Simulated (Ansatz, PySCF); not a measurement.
C3H4BrCl, SMILES C/C=C(\Cl)Br.

Geometry: TPSSh-D3(BJ)/def2-SVP.

Vertical ionisation energy (IE) and electron affinity (EA) in eV. Rows of orbital energies are one-electron estimates. Where ΔSCF, EOM or ADC give a negative EA the extra electron is unbound and the value depends on the basis.

| level | IE | EA |
|---|---|---|
| −ε(HOMO), −ε(LUMO), B3LYP/def2-TZVP (PySCF) | 6.90 | 0.70 |
| −ε(HOMO), −ε(LUMO), PBE/def2-TZVP (PySCF) | 5.98 | 1.47 |
| ΔSCF, CAM-B3LYP/def2-SVPD (Ansatz), final states of multiplicity 2 and 2 | 9.29 | -1.02 |
| ΔSCF, PBE/def2-SVPD (Ansatz), final states of multiplicity 2 and 2 | 8.92 | -0.76 |

Problem. What vertical singlet–triplet gap does ΔSCF give with CAM-B3LYP/def2-SVPD (Ansatz, a first-principles code) and with PBE/def2-SVPD (Ansatz)? (The exact figures need the calculation; the answer reports its results.)

Solution. 3.89 and 3.88 eV (triplet above singlet where positive).
